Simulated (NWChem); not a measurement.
System: AlAsH3F; SMILES [F][AlH][AsH2]

NWChem input:

```
start job
memory heap 200 mb stack 900 mb global 1100 mb
geometry units angstroms noautoz
  Al    -0.468543    -1.275981     0.021639
  As     0.270681     1.008118     0.328463
  H      0.056627     1.278486    -1.158943
  H      1.719323     0.575850     0.124911
  F      0.349487    -2.469128     0.855159
  H     -1.710503    -1.747812    -0.838451
end
basis spherical
  Al library def2-svp
  As library def2-svp
  H library def2-svp
  F library def2-svp
end
dft
  xc hfexch
  iterations 150
  mulliken
end
task dft energy
```

Output (shortened):

```
             Northwest Computational Chemistry Package (NWChem) 7.3.0
             --------------------------------------------------------

 C1  symmetry detected

                             Geometry "geometry" -> ""
                             -------------------------

 Output coordinates in angstroms (scale by  1.889725989 to convert to a.u.)

  No.       Tag          Charge          X              Y              Z
 ---- ---------------- ---------- -------------- -------------- --------------
    1 Al                  13.0000    -0.55785897     1.21972565    -0.01395866
    2 As                  33.0000     0.09883352    -1.10951102    -0.04731818
    3 H                    1.0000    -1.01377143    -1.43867046     0.94518314
    4 H                    1.0000     1.11790373    -0.84706299     1.05697780
    5 F                    9.0000     0.65849615     2.36338136    -0.02172310
    6 H                    1.0000    -2.03993705     1.77273133    -0.06369041

 Effective nuclear repulsion energy (a.u.)     217.2055047158

  xc_inp: hfexch multiplicative factor not found.

                                 NWChem DFT Module
                                 -----------------

 Summary of "ao basis" -> "ao basis" (spherical)
 ------------------------------------------------------------------------------
       Tag                 Description            Shells   Functions and Types
 ---------------- ------------------------------  ------  ---------------------
 Al                         def2-svp                 8       18   4s3p1d
 As                         def2-svp                12       32   5s4p3d
 H                          def2-svp                 3        5   2s1p
 F                          def2-svp                 6       14   3s2p1d

            General Information
            -------------------
          SCF calculation type: DFT
          Wavefunction type:  closed shell.
          No. of atoms     :     6
          No. of electrons :    58
           Alpha electrons :    29
            Beta electrons :    29
          Charge           :     0
          Spin multiplicity:     1
          Use of symmetry is: off; symmetry adaption is: off
          Maximum number of iterations: 150
          AO basis - number of functions:    79
                     number of shells:    35
          Convergence on energy requested:  1.00D-06
          Convergence on density requested:  1.00D-05
          Convergence on gradient requested:  5.00D-04

              XC Information
              --------------
                     Hartree-Fock (Exact) Exchange  1.000

      Superposition of Atomic Density Guess
      -------------------------------------

 Sum of atomic energies:       -2576.44139237

      Non-variational initial energy
      ------------------------------

 Total energy =   -2576.829204
 1-e energy   =   -4024.226055
 2-e energy   =    1230.191346
 HOMO         =      -0.277688
 LUMO         =       0.012999

     ---------------------------------------------
      Total Density - Mulliken Population Analysis
     ---------------------------------------------

    Atom       Charge   Shell Charges
 -----------   ------   -------------------------------------------------------
    1 Al  13    11.92   2.00  1.99  0.86  0.21  5.93  0.51  0.30  0.12
    2 As  33    33.29   2.00  2.00  2.00  1.28  0.50  6.00  5.98  1.52  1.96  8.17  1.78  0.10
    3 H    1     0.95   0.62  0.32  0.02
    4 H    1     0.95   0.62  0.32  0.02
    5 F    9     9.69   1.99  1.15  0.79  3.58  2.18  0.00
    6 H    1     1.20   0.69  0.50  0.01

   convergence    iter        energy       DeltaE   RMS-Dens  Diis-err
 ---------------- ----- ----------------- --------- --------- ---------
 d= 0,ls=0.0,diis     1  -2576.8825172843 -2.79D+03  8.11D-03  4.68D-01
 d= 0,ls=0.0,diis     2  -2576.9287144021 -4.62D-02  2.72D-03  1.98D-01
 d= 0,ls=0.0,diis     3  -2576.9450214404 -1.63D-02  1.13D-03  2.34D-03
 d= 0,ls=0.0,diis     4  -2576.9458990660 -8.78D-04  2.67D-04  1.09D-04
 d= 0,ls=0.0,diis     5  -2576.9459457615 -4.67D-05  9.92D-05  8.30D-06
  Resetting Diis
 d= 0,ls=0.0,diis     6  -2576.9459502913 -4.53D-06  2.51D-05  4.53D-07
 d= 0,ls=0.0,diis     7  -2576.9459505729 -2.82D-07  3.97D-06  3.15D-08

         Total DFT energy =    -2576.945950572888
      One electron energy =    -4026.677227363024
           Coulomb energy =     1343.371926395922
    Exchange-Corr. energy =     -110.846154321585
 Nuclear repulsion energy =      217.205504715799

 Numeric. integr. density =        0.000000000000

                       DFT Final Molecular Orbital Analysis
                       ------------------------------------

 Vector   27  Occ=2.000000D+00  E=-4.976821D-01
              MO Center= -5.9D-01, -2.5D-01,  3.7D-01, r^2= 4.1D+00
   Bfn.  Coefficient  Atom+Function         Bfn.  Coefficient  Atom+Function
  ----- ------------  ---------------      ----- ------------  ---------------
    51      0.292592  3 H  s                 30     -0.234316  2 As px
     3     -0.219035  1 Al s                 75     -0.215696  6 H  s
    56     -0.203575  4 H  s                 52      0.184118  3 H  s
    33     -0.165020  2 As px                76     -0.154036  6 H  s
    27      0.148530  2 As px                31     -0.140870  2 As py

 Vector   28  Occ=2.000000D+00  E=-4.291715D-01
              MO Center= -1.7D-01, -5.2D-01, -2.0D-02, r^2= 3.2D+00
   Bfn.  Coefficient  Atom+Function         Bfn.  Coefficient  Atom+Function
  ----- ------------  ---------------      ----- ------------  ---------------
    32      0.316051  2 As pz                35      0.292960  2 As pz
    23     -0.271497  2 As s                 22     -0.248678  2 As s
    56      0.205503  4 H  s                 29     -0.198729  2 As pz
    51      0.186289  3 H  s                 21      0.168782  2 As s
    57      0.153795  4 H  s                 75      0.154501  6 H  s

 Vector   29  Occ=2.000000D+00  E=-3.615974D-01
              MO Center= -7.6D-02, -7.6D-01, -8.5D-02, r^2= 3.2D+00
   Bfn.  Coefficient  Atom+Function         Bfn.  Coefficient  Atom+Function
  ----- ------------  ---------------      ----- ------------  ---------------
    34      0.410320  2 As py                31      0.328640  2 As py
    22     -0.276489  2 As s                 35      0.235113  2 As pz
    28     -0.205948  2 As py                 9     -0.162351  1 Al py
    32      0.163098  2 As pz                21      0.161802  2 As s
    76     -0.160213  6 H  s                 75     -0.141074  6 H  s

 Vector   30  Occ=0.000000D+00  E= 5.558324D-02
              MO Center= -6.0D-01,  1.1D+00,  1.2D-01, r^2= 4.5D+00
   Bfn.  Coefficient  Atom+Function         Bfn.  Coefficient  Atom+Function
  ----- ------------  ---------------      ----- ------------  ---------------
    13      0.899048  1 Al pz                57     -0.223239  4 H  s
    23      0.220329  2 As s                 10      0.212803  1 Al pz
    69     -0.168696  5 F  pz                 7     -0.148673  1 Al pz
    66      0.132893  5 F  pz                52     -0.131473  3 H  s
    56     -0.079399  4 H  s                  4      0.078719  1 Al s

 Vector   31  Occ=0.000000D+00  E= 1.040378D-01
              MO Center= -3.8D-01,  7.1D-01,  6.8D-03, r^2= 6.3D+00
   Bfn.  Coefficient  Atom+Function         Bfn.  Coefficient  Atom+Function
  ----- ------------  ---------------      ----- ------------  ---------------
     4      1.951353  1 Al s                 23     -1.113699  2 As s
    76     -0.732039  6 H  s                 34     -0.617479  2 As py
    57      0.376384  4 H  s                 12     -0.363873  1 Al py
    52      0.359707  3 H  s                 35     -0.337180  2 As pz
    63     -0.238396  5 F  s                 22     -0.232509  2 As s

 Vector   32  Occ=0.000000D+00  E= 1.242422D-01
              MO Center= -1.9D-01, -1.2D-01, -7.6D-05, r^2= 5.3D+00
   Bfn.  Coefficient  Atom+Function         Bfn.  Coefficient  Atom+Function
  ----- ------------  ---------------      ----- ------------  ---------------
    57      0.817836  4 H  s                 33     -0.731784  2 As px
    52     -0.657089  3 H  s                 11     -0.573061  1 Al px
    12     -0.558268  1 Al py                34     -0.397420  2 As py
    23     -0.385775  2 As s                 76     -0.329824  6 H  s
    63      0.276406  5 F  s                  4      0.235522  1 Al s

     ---------------------------------------------
      Total Density - Mulliken Population Analysis
     ---------------------------------------------

    Atom       Charge   Shell Charges
 -----------   ------   -------------------------------------------------------
    1 Al  13    11.93   2.00  1.99  0.76  0.06  5.94  0.70  0.26  0.21
    2 As  33    33.23   2.00  2.00  2.00  1.23  0.53  6.00  5.98  1.54  1.84  8.18  1.77  0.15
    3 H    1     1.03   0.69  0.32  0.02
    4 H    1     1.02   0.69  0.31  0.02
    5 F    9     9.54   1.99  1.11  0.84  3.33  2.27  0.00
    6 H    1     1.25   0.71  0.53  0.01

     -------------------------------------------
      Total Density - Lowdin Population Analysis
     -------------------------------------------

    Atom       Charge   Shell Charges
 -----------   ------   -------------------------------------------------------
    1 Al  13    12.41   2.00  1.94  0.56  0.29  5.82  0.84  0.58  0.38
    2 As  33    33.01   2.00  2.00  1.95  0.94  0.58  5.99  5.81  1.63  1.98  7.87  2.01  0.27
    3 H    1     1.05   0.61  0.40  0.04
    4 H    1     1.04   0.60  0.40  0.04
    5 F    9     9.32   1.98  1.01  0.78  3.22  2.33  0.00
    6 H    1     1.17   0.64  0.52  0.01

     Multipole analysis of the density
     ---------------------------------

     L   x y z        total         alpha         beta         nuclear
     -   - - -        -----         -----         ----         -------
     0   0 0 0      0.000000    -29.000000    -29.000000     58.000000

[...]
```

Level: Hartree-Fock/def2-SVP. The geometry was optimised at PBE0/def2-SVP.
